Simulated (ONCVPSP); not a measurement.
# How hard is this silver (Ag) ONCV potential?

Ag (Z = 47), optimised norm-conserving Vanderbilt (ONCV), made with ONCVPSP 4.0.1 (PBE, scalar-relativistic). Core [Ar] 3d10, reference 4s2 4p6 4d8 (charge +3). Waves: 4s: rc 1.55 bohr, ncon 4, nbas 8, qcut 7.1 1/bohr, 2 projectors, debl 0.7 Ha; 4p: rc 1.25 bohr, ncon 4, nbas 7, qcut 10.9 1/bohr, 2 projectors, debl 2 Ha; 4d: rc 1.50 bohr, ncon 5, nbas 10, qcut 12.3 1/bohr, 2 projectors, debl 2.7 Ha. Local part: polynomial inside 0.80 bohr (lpopt 5, dvloc0 2 Ha). Core correction: Teter function, fcfact 1.75, rcfact 1.55.

In the s channel the program set the typed energies aside and used -4.914, 0.050 Ha. In the p channel the program set the typed energies aside and used -3.559, 0.250 Ha.

Question: For each optimised wave give the share of its norm inside rc, the residual kinetic energy above qcut (Ha) and the cutoffs (Ha) for errors of 10, 1, 0.1 and 0.01 mHa per electron.

Answer:

```json
{"wave": "4s", "norm inside rc": "0.967", "residual KE": "3.8e-05", "10 mHa": "13.4", "1 mHa": "19.3", "0.1 mHa": "23.4", "0.01 mHa": "62.6"}
{"wave": "s projector 2", "norm inside rc": "0.034", "residual KE": "4.3e-05", "10 mHa": "6.1", "1 mHa": "17.8", "0.1 mHa": "23.4", "0.01 mHa": "54.4"}
{"wave": "4p", "norm inside rc": "0.796", "residual KE": "2.3e-06", "10 mHa": "31.0", "1 mHa": "41.9", "0.1 mHa": "49.6", "0.01 mHa": "55.5"}
{"wave": "p projector 2", "norm inside rc": "0.022", "residual KE": "1.2e-06", "10 mHa": "11.8", "1 mHa": "34.0", "0.1 mHa": "45.4", "0.01 mHa": "53.2"}
{"wave": "4d", "norm inside rc": "0.738", "residual KE": "9.8e-09", "10 mHa": "27.0", "1 mHa": "34.8", "0.1 mHa": "41.4", "0.01 mHa": "46.6"}
{"wave": "d projector 2", "norm inside rc": "0.042", "residual KE": "6.1e-09", "10 mHa": "22.6", "1 mHa": "31.9", "0.1 mHa": "40.5", "0.01 mHa": "48.4"}
```

The occupied waves need 42 Ha and 50 Ha for 1 and 0.1 mHa. Note: no bound ghost flagged; GHOST(+) flagged for s at 41.9 eV.
